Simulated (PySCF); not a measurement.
C3H3BFNO, SMILES N#C[C@@H]1COB1F. Heavy atoms are numbered as in [N:1]#[C:2][C@@H:3]1[CH2:4][O:5][B:6]1[F:7]. Hydrogens are named by the atom that carries them.

The structure is a stationary point at B3LYP-D3(BJ)/def2-SVP. The structure was generated by enumeration; whether it is a known compound was not checked.

Level of theory: PBE/pcSseg-1 in PySCF.

GIAO shieldings, no solvent; atoms alike by connectivity are averaged. δ = σ(ref) − σ: ¹⁵N against NH3 (σ = 267.0 ppm); ¹³C against TMS (σ = 182.0 ppm); ¹⁷O against H2O (σ = 334.3 ppm); ¹¹B against BF3 (σ = 83.9 ppm); ¹⁹F against CFCl3 (σ = 133.6 ppm); ¹H against TMS (σ = 31.49 ppm), references at their B3LYP-D3(BJ)/def2-TZVP geometries, non-relativistic.

**Question.** Estimate the chemical shifts. (An estimate is asked for; the answer gives what the named calculation found.)

**Answer.** 
```
nucleus     atoms  count  δ (ppm)
-------  --------  -----  -------
¹⁵N            N1      1    309.4
¹³C            C2      1    117.4
¹³C      C4 (CH2)      1     73.7
¹³C       C3 (CH)      1     21.9
¹⁷O            O5      1    232.4
¹¹B            B6      1     13.4
¹⁹F            F7      1    -98.2
¹H        H on C4      2     4.67
¹H        H on C3      1     3.07
```
